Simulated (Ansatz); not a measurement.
Pulling on the Si1–F2 bond in FHOSi (SMILES O[Si]F) (multiplicity 1 held, fragments rigid). Energies count from the point at 1.628 Å.
Geometry at that point (charge 0, multiplicity 1):
```xyz
4

Si     0.00937     0.00603     0.61023
F     -0.73513     1.02563    -0.41740
O      0.73079    -1.04613    -0.42561
H      0.63861    -0.94607    -1.38174
```

R- and RO- levels are restricted; in cc, def2 and unpolarised 6-31G sets they are followed outwards from rest. U- levels take the lowest unrestricted solution at each point, which mixes spins at long bonds. Left out are points that failed, MP2 points in a non-variational dive below the minimum, coupled-cluster points behind a sign of a changed root (a jump of the amplitudes, or a one-step jump against full CI or MRCI), small-basis points behind a change of solution, and semi-empirical points at long bonds. Curves can end on different states.

Cores are frozen in the correlated methods.

Run with Ansatz (a program for electronic structure) with Gaussian orbitals. Values without a source in brackets are computed.

Energies in eV.

```json
[
 {"R (Å)": "1.302", "U-HF/cc-pV(D+d)Z": "3.10", "U-MP2/cc-pV(D+d)Z": "3.40", "R-SCS-MP2/cc-pV(D+d)Z": "3.39", "U-CCSD/cc-pV(D+d)Z": "3.36", "R-CCSDT/cc-pV(D+d)Z": "3.39"},
 {"R (Å)": "1.465", "U-HF/cc-pV(D+d)Z": "0.56", "U-MP2/cc-pV(D+d)Z": "0.69", "R-SCS-MP2/cc-pV(D+d)Z": "0.69", "U-CCSD/cc-pV(D+d)Z": "0.67", "R-CCSDT/cc-pV(D+d)Z": "0.69"},
 {"R (Å)": "1.628", "U-HF/cc-pV(D+d)Z": "0.00", "U-MP2/cc-pV(D+d)Z": "0.00", "R-SCS-MP2/cc-pV(D+d)Z": "0.00", "U-CCSD/cc-pV(D+d)Z": "0.00", "R-CCSDT/cc-pV(D+d)Z": "0.00"},
 {"R (Å)": "1.791", "U-HF/cc-pV(D+d)Z": "0.29", "U-MP2/cc-pV(D+d)Z": "0.20", "R-SCS-MP2/cc-pV(D+d)Z": "0.20", "U-CCSD/cc-pV(D+d)Z": "0.21", "R-CCSDT/cc-pV(D+d)Z": "0.19"},
 {"R (Å)": "1.953", "U-HF/cc-pV(D+d)Z": "0.94", "U-MP2/cc-pV(D+d)Z": "0.78", "R-SCS-MP2/cc-pV(D+d)Z": "0.78", "U-CCSD/cc-pV(D+d)Z": "0.80", "R-CCSDT/cc-pV(D+d)Z": "0.76"},
 {"R (Å)": "2.198", "U-HF/cc-pV(D+d)Z": "2.07", "U-MP2/cc-pV(D+d)Z": "1.87", "R-SCS-MP2/cc-pV(D+d)Z": "1.86", "U-CCSD/cc-pV(D+d)Z": "1.89", "R-CCSDT/cc-pV(D+d)Z": "1.82"},
 {"R (Å)": "2.442", "U-HF/cc-pV(D+d)Z": "3.14", "U-MP2/cc-pV(D+d)Z": "2.93", "R-SCS-MP2/cc-pV(D+d)Z": "2.90", "U-CCSD/cc-pV(D+d)Z": "2.93", "R-CCSDT/cc-pV(D+d)Z": "2.84"},
 {"R (Å)": "2.849", "U-HF/cc-pV(D+d)Z": "4.20", "U-MP2/cc-pV(D+d)Z": "5.36", "R-SCS-MP2/cc-pV(D+d)Z": "4.35", "U-CCSD/cc-pV(D+d)Z": "4.40", "R-CCSDT/cc-pV(D+d)Z": "4.20"},
 {"R (Å)": "3.256", "U-HF/cc-pV(D+d)Z": "4.40", "U-MP2/cc-pV(D+d)Z": "5.97", "R-SCS-MP2/cc-pV(D+d)Z": "5.46", "U-CCSD/cc-pV(D+d)Z": "5.32", "R-CCSDT/cc-pV(D+d)Z": "5.14"},
 {"R (Å)": "3.744", "U-HF/cc-pV(D+d)Z": "4.47", "U-MP2/cc-pV(D+d)Z": "6.16", "R-SCS-MP2/cc-pV(D+d)Z": "6.48", "U-CCSD/cc-pV(D+d)Z": "5.73", "R-CCSDT/cc-pV(D+d)Z": "5.73"},
 {"R (Å)": "4.395", "U-HF/cc-pV(D+d)Z": "4.50", "U-MP2/cc-pV(D+d)Z": "6.22", "R-SCS-MP2/cc-pV(D+d)Z": "7.37", "U-CCSD/cc-pV(D+d)Z": "5.83", "R-CCSDT/cc-pV(D+d)Z": "left out"},
 {"R (Å)": "5.209", "U-HF/cc-pV(D+d)Z": "4.51", "U-MP2/cc-pV(D+d)Z": "6.24", "R-SCS-MP2/cc-pV(D+d)Z": "7.86", "U-CCSD/cc-pV(D+d)Z": "5.84", "R-CCSDT/cc-pV(D+d)Z": "left out"}
]
```

Doubts at one or more of the structures used: a spin-contaminated determinant (U-HF/cc-pV(D+d)Z, U-MP2/cc-pV(D+d)Z, U-CCSD/cc-pV(D+d)Z); a restricted determinant that unrestricted orbitals would lower (R-SCS-MP2/cc-pV(D+d)Z, R-CCSDT/cc-pV(D+d)Z); T1 above 0.05 (U-CCSD/cc-pV(D+d)Z, R-CCSDT/cc-pV(D+d)Z); other coupled-cluster roots lie near (R-CCSDT/cc-pV(D+d)Z).
